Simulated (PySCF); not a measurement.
## Electron correlation in Pb²⁺ (lead, charge +2)

[Xe] 4f14 5d10 6s1 6p1, high-spin 3P determinant (an excited configuration). Calculation: PySCF 2.14, in aug-cc-pVQZ-PP with ECP60MDF; a scalar-relativistic core potential. Frozen: 5s2 5p6 5d10; 2 electrons correlated.

With two correlated electrons CCSD is exact within the correlated space (frozen core and kept virtual orbitals).

```
level  correlation energy (mhartree)
 CCSD                          -3.18
```

Diagnostics: T1 = 0.0020, D1 = 0.0032, largest double amplitude 0.022.

Spin-orbit coupling, absent here, splits the open shell strongly.

Cost of the coupled-cluster step: of the order of 6 core-seconds, for 2 correlated electrons.
